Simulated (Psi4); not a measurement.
C$_{4}$H$_{7}$O$_{2}$, doublet, geometry from GFN2-xTB; CISD/6-31G** in Psi4.

Here is a job for Psi4.
```
memory 2 GB

molecule {
0 2
C     2.03808546   -0.02374396    0.44977087
C     1.36904168    0.21242418   -0.83209906
O    -0.00176593   -0.27401931   -0.86901034
C    -0.76179058    0.01957514    0.18237362
C    -2.16946993   -0.48643755   -0.00846824
O    -0.36942001    0.61570237    1.15131265
H     2.45168114    0.78541232    1.01386328
H     2.01397120   -1.00413598    0.88465910
H     1.83135593   -0.34816588   -1.65651272
H     1.35380727    1.27771201   -1.08252519
H    -2.17785247   -1.31986617   -0.70358173
H    -2.77431590    0.32152721   -0.41601349
H    -2.58435942   -0.77685491    0.95222934
}

set {
  basis 6-31g**
  reference uhf
}

energy('cisd')
print_variables()
```

Problem. Predict the main parts of the log of this Psi4 run.

Solution. 
```
Traceback (most recent call last):
  File "psi4", line 375, in <module>
  File "<string>", line 34, in <module>
  File "site-packages/psi4/driver/driver.py", line 461, in energy
  File "site-packages/psi4/driver/task_planner.py", line 255, in task_planner
  File "site-packages/psi4/driver/driver_util.py", line 222, in negotiate_derivative_type
  File "site-packages/psi4/driver/driver_util.py", line 355, in highest_analytic_derivative_available

psi4.driver.p4util.exceptions.MissingMethodError: Method=cisd is not available for any derivative level under conditions CI_TYPE=CONV, REFERENCE=UHF, FREEZE_CORE=FALSE, QC_MODULE=(auto). See https://psicode.org/psi4manual/master/introduction.html#ss-cisd. Or did you mean? ccd ccsd cisdt cisdtq qcisd lccsd ci2 ci3 ci4 ci5 ci6 ci7 ci8 ci9 ci10 ci11 ci12 ci13 ci14 ci15 ci16 ci17 ci18 ci19 ci20 ci21 ci22 ci23 ci24 ci25 ci26 ci27 ci28 ci29 ci30 ci31 ci32 ci33 ci34 ci35 ci36 ci37 ci38 ci39 ci40 ci41 ci42 ci43 ci44 ci45 ci46 ci47 ci48 ci49 ci50 ci51 ci52 ci53 ci54 ci55 ci56 ci57 ci58 ci59 ci60 ci61 ci62 ci63 ci64 ci65 ci66 ci67 ci68 ci69 ci70 ci71 ci72 ci73 ci74 ci75 ci76 ci77 ci78 ci79 ci80 ci81 ci82 ci83 ci84 ci85 ci86 ci87 ci88 ci89 ci90 ci91 ci92 ci93 ci94 ci95 ci96 ci97 ci98

Printing out the relevant lines from the Psithon --> Python processed input file:
    H    -2.58435942   -0.77685491    0.95222934
    """)
    core.IO.set_default_namespace("")
    core.set_global_option("BASIS", "6-31g**")
    core.set_global_option("REFERENCE", "uhf")
--> energy('cisd')
    print_variables()

!----------------------------------------------------------------------------------!
!                                                                                  !
!  Method=cisd is not available for any derivative level under conditions          !
!     CI_TYPE=CONV, REFERENCE=UHF, FREEZE_CORE=FALSE, QC_MODULE=(auto). See        !
!     https://psicode.org/psi4manual/master/introduction.html#ss-cisd. Or did you  !
!     mean? ccd ccsd cisdt cisdtq qcisd lccsd ci2 ci3 ci4 ci5 ci6 ci7 ci8 ci9 ci10 !
!     ci11 ci12 ci13 ci14 ci15 ci16 ci17 ci18 ci19 ci20 ci21 ci22 ci23 ci24 ci25   !
!     ci26 ci27 ci28 ci29 ci30 ci31 ci32 ci33 ci34 ci35 ci36 ci37 ci38 ci39 ci40   !
!     ci41 ci42 ci43 ci44 ci45 ci46 ci47 ci48 ci49 ci50 ci51 ci52 ci53 ci54 ci55   !
!     ci56 ci57 ci58 ci59 ci60 ci61 ci62 ci63 ci64 ci65 ci66 ci67 ci68 ci69 ci70   !
!     ci71 ci72 ci73 ci74 ci75 ci76 ci77 ci78 ci79 ci80 ci81 ci82 ci83 ci84 ci85   !
!     ci86 ci87 ci88 ci89 ci90 ci91 ci92 ci93 ci94 ci95 ci96 ci97 ci98             !
!                                                                                  !
!----------------------------------------------------------------------------------!
```

The input was rejected before any calculation.
